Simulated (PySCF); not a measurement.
Job for PySCF: R-HF/STO-3G on H2Sn (SMILES [SnH2]), a point of a bond scan (R = 3.116 Å).

```python
from pyscf import gto, scf, dft, mp
from pyscf.data.elements import chemcore

mol = gto.M(
    atom='''
    Sn    0.00658915   -0.00056144    0.04773306
    H    -0.31123397   -2.18859101   -2.14767073
    H    -0.15443354    1.27893623   -1.17986985
    ''',
    basis='sto-3g',
    charge=0, spin=0, verbose=3, max_memory=1800)
mf = scf.RHF(mol)
mf.conv_tol = 1e-8
mf.max_cycle = 100
mf.kernel()
if not mf.converged:
    mf = mf.newton().run(mf.mo_coeff, mf.mo_occ)
```

Program output:

```
converged SCF energy = -5964.15466027197
```

Self-consistency was reached.

Cost: around 0.24 core-seconds (rough).
